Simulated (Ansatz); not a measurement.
## One molecule, several partners

HBr beside different partners, each pair relaxed from a docking trial to one local arrangement, named by its closest contact against the van der Waals radii; a more strongly bound one may exist. Pairs that react, share a proton or have a doubtful reference are left out. Counterpoise interaction energies from the frozen fragments; negative means bound. Gas-phase electronic energies, without zero-point energy, by CCSD(T) at an estimated basis limit (MP2 extrapolated from triple and quadruple zeta, plus CCSD(T) − MP2 in triple zeta); Ansatz 0.2.0, def2-TZVPPD and QZVPPD, frozen cores, on PBE0-D4/def2-TZVP structures. Extrapolation: Hartree–Fock as exp(−7.88 √X), correlation as X^−2.97.

| partner | closest contact, atom of HBr first (Å) | interaction energy (kcal/mol) |
| --- | --- | --- |
| C₂H₂ (SMILES C#C) | H···C 2.40 | -2.59 |
| HCN | H···N 2.07 | ? |
| H₂S | H···S 2.35 | -3.01 |
| F₂ | H···F 2.45 | -0.54 |
| CO | H···C 2.34 | -1.66 |
| H₂ | Br···H 3.30 | -0.27 |

Q: What is the interaction energy with HCN? (To be estimated.)

A: By the calculation: -4.00 kcal/mol. It counts from the two fragments frozen as in the pair.

No T1 diagnostic of these runs exceeds 0.019. The restricted Hartree–Fock reference is unstable towards an unrestricted one at one or more of these structures. The filled d shells of Br are correlated in sets not built for that, so values that involve them are less sure.

For scale, one of the runs: CCSD(T)/def2-TZVPPD, 182 basis functions, launched by `ansatz run in.yaml --threads 2 --pin off --events-out ev --progress --plain --max-ram 5222MiB`. Hardware: 2 CPU threads of an Arm Neoverse V1, shared host. Wall time 76 s; peak host memory 1.8 GiB.
